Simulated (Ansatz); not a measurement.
Input for Ansatz (a quantum-chemistry and plane-wave program): U-PBE0/def2-TZVPP on NaRu, 2S+1 = 6, a spin state set in the input, which need not be the lowest. Elements past Kr take the def2 small-core potentials; no spin–orbit coupling.

Ansatz 0.2 input:
```yaml
crystal:
  periodic: [false, false, false]
  atoms:
    - {symbol: Ru, position_ang: [0.00000000, 0.00000000, 0.00000000]}
    - {symbol: Na, position_ang: [0.00000000, 0.00000000, 2.96400000]}
basis:
  gaussian:
    orbitals: def2-TZVPP
hamiltonian:
  xc: {name: PBE0}
magnetization: {spin_polarized: true, initial_magnetization: 5}
relax: {f_tol: 0.002, max_steps: 120}
```

The log:

```
WARN ansatz: RAYON_NUM_THREADS=1 ignored (pool sized by the plan → 1); use --threads N
Functional definition: PBE0
integrals: 0.02 GiB planned
667 factors; their error is unknown
mean field: 0.29 GiB planned
mean field evaluation 1: about -6989.9384 eV, gradient 2.3e1 eV
mean field evaluation 2: about -6981.4043 eV, gradient 4.7e1 eV
mean field evaluation 4: about -6992.1132 eV, gradient 2.4e0 eV
mean field evaluation 8: about -6992.3846 eV, gradient 5.5e-1 eV
mean field evaluation 16: about -6992.4600 eV, gradient 8.0e-3 eV
mean field evaluation 32: about -6992.4898 eV, gradient 2.3e0 eV
mean field -6992.50509272 eV, -256.9698224673 hartree, gradient 5.0e-8 eV, S^2 8.751892; 3 other end points of the search recorded, 0 dependent functions left out
the calculation of the forces begins
reference -6992.50512604 eV, -256.9698236916 hartree; 16, 11 occupied and 72, 77 virtual orbitals, 667 factors
relax step   1: F+E_penalty+E_count = -6992.50509272 eV  Δ(F+E_penalty+E_count) = +0.000e0 eV  max|allowed force component| = 4.963e-1 eV/Å  Δτ_max = 0.0000 Å  (270 SCF iters, accepted)
these checks for a lower state are left out or cut short: starts, cluster_reference, orbital_swaps, neighbouring_geometries, increment
integrals: 0.02 GiB planned
667 factors; their error is unknown
mean field: 0.29 GiB planned
mean field evaluation 64: about -6992.5367 eV, gradient 3.0e-5 eV
mean field -6992.53671872 eV, -256.9709847015 hartree, gradient 6.6e-6 eV, S^2 8.751903; 0 other end points of the search recorded, 0 dependent functions left out
the calculation of the forces begins
reference -6992.53675233 eV, -256.9709859365 hartree; 16, 11 occupied and 72, 77 virtual orbitals, 667 factors
relax step   2: F+E_penalty+E_count = -6992.53671872 eV  Δ(F+E_penalty+E_count) = -3.163e-2 eV  max|allowed force component| = 3.790e-1 eV/Å  Δτ_max = 0.0363 Å  (63 SCF iters, accepted)
these checks for a lower state are left out or cut short: starts, cluster_reference, orbital_swaps, neighbouring_geometries, increment
integrals: 0.02 GiB planned
667 factors; their error is unknown
mean field: 0.29 GiB planned
mean field -6992.59344180 eV, -256.9730692362 hartree, gradient 9.1e-6 eV, S^2 8.751866; 0 other end points of the search recorded, 0 dependent functions left out
the calculation of the forces begins
reference -6992.59347631 eV, -256.9730705041 hartree; 16, 11 occupied and 72, 77 virtual orbitals, 667 factors
relax step   3: F+E_penalty+E_count = -6992.59344180 eV  Δ(F+E_penalty+E_count) = -5.672e-2 eV  max|allowed force component| = 1.335e-1 eV/Å  Δτ_max = 0.1173 Å  (62 SCF iters, accepted)
these checks for a lower state are left out or cut short: starts, cluster_reference, orbital_swaps, neighbouring_geometries, increment
integrals: 0.02 GiB planned
667 factors; their error is unknown
mean field: 0.29 GiB planned
mean field evaluation 96: about -6992.6086 eV, gradient 1.7e-5 eV
mean field -6992.60858227 eV, -256.9736256379 hartree, gradient 3.3e-6 eV, S^2 8.751708; 0 other end points of the search recorded, 0 dependent functions left out
the calculation of the forces begins
reference -6992.60861806 eV, -256.9736269534 hartree; 16, 11 occupied and 72, 77 virtual orbitals, 667 factors
relax step   4: F+E_penalty+E_count = -6992.60858227 eV  Δ(F+E_penalty+E_count) = -1.514e-2 eV  max|allowed force component| = 2.212e-2 eV/Å  Δτ_max = 0.2000 Å  (62 SCF iters, accepted)
these checks for a lower state are left out or cut short: starts, cluster_reference, orbital_swaps, neighbouring_geometries, increment
integrals: 0.02 GiB planned
667 factors; their error is unknown
mean field: 0.29 GiB planned
mean field -6992.60925213 eV, -256.9736502552 hartree, gradient 2.6e-6 eV, S^2 8.751775; 0 other end points of the search recorded, 0 dependent functions left out
the calculation of the forces begins
reference -6992.60928741 eV, -256.9736515516 hartree; 16, 11 occupied and 72, 77 virtual orbitals, 667 factors
relax step   5: F+E_penalty+E_count = -6992.60925213 eV  Δ(F+E_penalty+E_count) = -6.699e-4 eV  max|allowed force component| = 1.864e-2 eV/Å  Δτ_max = 0.0849 Å  (62 SCF iters, accepted)
these checks for a lower state are left out or cut short: starts, cluster_reference, orbital_swaps, neighbouring_geometries, increment
integrals: 0.02 GiB planned
667 factors; their error is unknown
mean field: 0.29 GiB planned
mean field -6992.60979502 eV, -256.9736702059 hartree, gradient 4.5e-6 eV, S^2 8.751755; 0 other end points of the search recorded, 0 dependent functions left out
the calculation of the forces begins
reference -6992.60983045 eV, -256.9736715079 hartree; 16, 11 occupied and 72, 77 virtual orbitals, 667 factors
relax step   6: F+E_penalty+E_count = -6992.60979502 eV  Δ(F+E_penalty+E_count) = -5.429e-4 eV  max|allowed force component| = 4.188e-3 eV/Å  Δτ_max = 0.0242 Å  (62 SCF iters, accepted)
these checks for a lower state are left out or cut short: starts, cluster_reference, orbital_swaps, neighbouring_geometries, increment
integrals: 0.02 GiB planned
667 factors; their error is unknown
mean field: 0.29 GiB planned
mean field evaluation 128: about -6992.6098 eV, gradient 2.4e-5 eV
mean field -6992.60982783 eV, -256.9736714116 hartree, gradient 2.4e-6 eV, S^2 8.751749; 0 other end points of the search recorded, 0 dependent functions left out
the calculation of the forces begins
reference -6992.60986330 eV, -256.9736727152 hartree; 16, 11 occupied and 72, 77 virtual orbitals, 667 factors
relax step   7: F+E_penalty+E_count = -6992.60982783 eV  Δ(F+E_penalty+E_count) = -3.281e-5 eV  max|allowed force component| = 2.518e-4 eV/Å  Δτ_max = 0.0075 Å  (62 SCF iters, accepted)
integrals: 0.02 GiB planned
667 factors; their error is unknown
mean field: 0.29 GiB planned
mean field evaluation 160: about -6992.5748 eV, gradient 1.4e-4 eV
mean field -6992.60982783 eV, -256.9736714116 hartree, gradient 2.4e-6 eV, S^2 8.751749; 4 other end points of the search recorded, 0 dependent functions left out
the calculation of the forces begins
reference -6992.60986330 eV, -256.9736727152 hartree; 16, 11 occupied and 72, 77 virtual orbitals, 667 factors
Total energy: -6992.60986330 eV, -256.9736727152 hartree
Atom 0 at     0.000000     0.000000    -0.300408 Å, force     0.000000    -0.000000    -0.000252 eV/Å
Atom 1 at    -0.000000    -0.000000     3.264408 Å, force    -0.000000     0.000000     0.000252 eV/Å
Dipole moment:    -0.000000    -0.000000     0.063564 e Å
```

The run converged.

Cost: around 40 core-seconds (rough).
